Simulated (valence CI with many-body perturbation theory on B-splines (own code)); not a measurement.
E1 line list for Xe V

Method: configuration interaction combined with many-body perturbation theory (CI+MBPT): four valence electrons over a frozen Dirac-Fock core [Kr] 4d10, radial functions for each j: 11 s, 11 p, 10 d, 8 f, 5 g, 2 h, with the one-electron correlation potential Σ1, the two-electron term Σ2, the three-electron term Σ3, Breit, model QED; selected CI, second order for the rest, scaled by the run's own slope (own B-spline code, finite nucleus).

Set against measurement, 46 paired levels are off by 473 cm⁻¹ on average, the worst by 2120. These come from a selection out of Saloman, J. Phys. Chem. Ref. Data 33, 765 (2004). Levels without a partner in it may be off by more. Among the levels kept, up to 540 cm⁻¹ of a level comes from second order outside the variational space, and about a tenth of that is noise between levels of different J, which matters for small intervals. 6 measured levels below the end of the list, from 169673 cm⁻¹ on, found no clear computed partner, and computed levels of the same name lie up to 2887 cm⁻¹ from them.

Lines 151 to 200 of 507 in falling wavelength, among levels below 318930 cm⁻¹, chosen from the strongest by gf and those to the six lowest levels. Wavelengths and rates use the calculated energies, so an error of 500 cm⁻¹ moves a line at 139.4 nm by 0.7 % and its rate by three times that or more. Electric multipoles are in the length gauge, E1 and E2 with the static RPA response of the core. Weak lines are less certain than strong ones. Lines between different terms over intervals too small for the method are left out, as are lines whose strength nearly cancels. Where a level lies close to another of its J and parity, the split of strength between their lines is uncertain. The highest levels of a list are the least certain.

Names give the largest LS component (configuration and term), which can be under half, so a name can repeat, a term be missing and a line seem to break the LS rules; names also repeat where a configuration has a term twice. Letters in brackets count levels of one name in rising energy.

```csv
λ vac (nm),λ from measured levels,Upper,Lower,A (s⁻¹),S (a.u.) with core polarisation,S without
139.4,141.4,4f 5s2 5p 3G_4,5s 5p3 3D°_3,6.77e+07,8.14e-01,9.38e-01
134.1,135.9,4f 5s2 5p 3F_3,5s 5p3 3D°_2,1.28e+08,1.07e+00,1.23e+00
134.1,134.1,5s2 5p 6p 3D_2,5s2 5p 5d 3F°_3,9.48e+08,5.64e+00,5.45e+00
129.4,131.0,4f 5s2 5p 3F_2,5s 5p3 3D°_1,1.67e+08,8.92e-01,1.04e+00
128.8,128.1,5s 5p3 5S°_2,5s2 5p2 3P_2,1.04e+07,5.46e-02,7.45e-02
128.3,128.3,5s2 5p 6p 3P_1 [a],5s2 5p 5d 3F°_2,3.08e+08,9.64e-01,9.34e-01
127.4,130.9,5s2 5p 6p 3D_3,5s2 5p 5d 3F°_4,1.22e+09,8.73e+00,8.44e+00
121.3,121.6,5s2 5p 6p 3D_1,5s2 5p 5d 1D°_2,3.29e+08,8.69e-01,8.39e-01
121.2,120.6,5s 5p3 5S°_2,5s2 5p2 3P_1,1.07e+07,4.72e-02,6.48e-02
121.1,122.5,4f 5s2 5p 3F_4,5s 5p3 3D°_3,1.15e+08,9.04e-01,1.05e+00
116.8,,5s2 5p 6p 3P_2,5s2 5p 5d 3F°_3,1.79e+08,7.05e-01,6.84e-01
115.4,115.1,5s 5p3 3D°_1,5s2 5p2 1D_2,2.26e+07,5.15e-02,6.93e-02
111.3,111.0,5s 5p3 3P°_1,5s2 5p2 1S_0,1.84e+07,3.76e-02,5.11e-02
109.6,109.3,5s 5p3 3D°_3,5s2 5p2 1D_2,7.55e+07,3.43e-01,4.83e-01
103.6,,5s2 5p 6d 3F°_3,4f 5s2 5p 3G_4,2.09e+08,8.02e-01,7.89e-01
102.2,,5s2 5p 6d 3F°_2,4f 5s2 5p 3G_3 [a],2.25e+08,5.93e-01,5.70e-01
102.2,,5s2 5p 6d 3F°_4 [a],4f 5s2 5p 3G_5,1.09e+08,5.16e-01,4.54e-01
101.4,102.6,4f 5s2 5p 3F_3,5s 5p3 5S°_2,8.76e+06,3.15e-02,3.70e-02
101.3,,5s2 5p 6d 3D°_3,4f 5s2 5p 3F_4,1.80e+08,6.46e-01,6.24e-01
101.3,,5s2 5p 5f 3F_4 [a],5s2 5p 5d 1F°_3,1.37e+08,6.31e-01,6.60e-01
100.7,,5s2 5p 6d 3F°_4 [b],4f 5s2 5p 3G_5,1.10e+08,4.99e-01,5.18e-01
100.5,,5s2 5p 6d 1D°_2,4f 5s2 5p 3G_3 [b],2.25e+08,5.64e-01,5.51e-01
99.06,98.85,5s 5p3 3D°_1,5s2 5p2 3P_2,2.94e+07,4.23e-02,5.62e-02
97.22,,5p4 1D_2,5s2 5p 5d 1D°_2,3.53e+08,8.01e-01,1.17e+00
94.73,94.52,5s 5p3 3D°_3,5s2 5p2 3P_2,1.93e+08,5.66e-01,8.01e-01
94.21,94.08,5s 5p3 3P°_2,5s2 5p2 1D_2,3.54e+07,7.31e-02,9.95e-02
93.95,,4f 5s 5p2 3F°_4 [b],4f 5s2 5p 3F_4,1.46e+08,5.36e-01,7.26e-01
93.80,93.63,5s 5p3 3D°_2,5s2 5p2 3P_1,3.46e+08,7.06e-01,9.85e-01
93.30,,5s2 5p 6p 1D_2,5s2 5p 5d 1D°_2,4.36e+08,8.73e-01,9.39e-01
93.22,,5s2 5p 5f 3F_2 [b],5s2 5p 5d 1P°_1,3.70e+08,7.39e-01,7.10e-01
92.73,,4f 5s 5p2 3G°_5 [b],4f 5s2 5p 3G_5,2.29e+08,9.91e-01,1.27e+00
92.14,,5s2 5p 5f 3D_2,5s2 5p 5d 1P°_1,2.78e+08,5.37e-01,4.52e-01
91.06,,5s 5p2 5d 1D_2,5s2 5p 5d 1P°_1,2.90e+08,5.41e-01,5.72e-01
90.85,,5s2 5p 5f 3F_4 [b],5s2 5p 5d 1F°_3,3.80e+08,1.27e+00,1.14e+00
90.19,,5s2 5p 5f 3F_4 [a],5s2 5p 5d 3D°_3,5.14e+08,1.67e+00,1.61e+00
89.59,90.05,5s 5p3 3S°_1,5s2 5p2 1S_0,6.20e+07,6.61e-02,9.51e-02
89.22,,5s2 5p 5f 3G_3,5s2 5p 5d 3D°_2,2.32e+08,5.69e-01,6.13e-01
88.97,,5s 5p2 5d 3F_4 [b],5s2 5p 5d 3D°_3,1.71e+08,5.35e-01,6.98e-01
88.71,,4f 5s 5p2 3F°_2 [a],4f 5s2 5p 3F_2,5.40e+08,9.30e-01,1.25e+00
88.69,,5p4 3P_2,5s 5p3 3D°_3,6.56e+08,1.13e+00,1.62e+00
88.59,,4f 5s 5p2 3F°_4 [a],4f 5s2 5p 3G_4,4.10e+08,1.27e+00,1.67e+00
87.71,,5p4 1D_2,5s 5p3 3P°_2,3.69e+08,6.15e-01,7.90e-01
87.45,,5s2 5p 5f 1G_4,5s2 5p 5d 1F°_3,1.63e+09,4.85e+00,4.83e+00
87.13,,5s 5p2 5d 1G_4,5s2 5p 5d 3F°_4,1.55e+08,4.56e-01,6.50e-01
87.10,88.05,4f 5s2 5p 3D_3,5s 5p3 5S°_2,1.21e+07,2.76e-02,3.28e-02
86.89,86.74,5s 5p3 3D°_1,5s2 5p2 3P_0,4.92e+08,4.78e-01,6.52e-01
86.61,,4f 5s 5p2 3H°_5,4f 5s2 5p 3G_4,1.81e+08,6.38e-01,9.80e-01
86.34,,4f 5s 5p2 3F°_3,4f 5s2 5p 3F_3,2.42e+08,5.37e-01,7.11e-01
86.19,,4f 5s 5p2 3G°_3 [b],4f 5s2 5p 3G_3 [a],2.83e+08,6.25e-01,8.20e-01
86.03,,4f 5s 5p2 3H°_4,4f 5s2 5p 3F_3,1.67e+08,4.72e-01,6.89e-01
```
